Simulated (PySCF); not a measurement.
Harmonic spectrum computed at PBE0 in the def2-TZVP basis family (core potentials from Rb on, PySCF, no spin–orbit coupling):

| ω (cm⁻¹) | IR (km/mol) |
| --- | --- |
| 135 | 15.6 |
| 269 | 66.5 |
| 1175 | 249 |

**Question.** Which molecule gave it? In each, all ligands are bound to the one heavy central atom.
A. ITiN (singlet)
B. IZrN (singlet)
C. ITeN (singlet)
D. ISnN (singlet)

**Answer.** A. It has Cs symmetry with Ti–I 2.642 Å, Ti–N 1.541 Å.
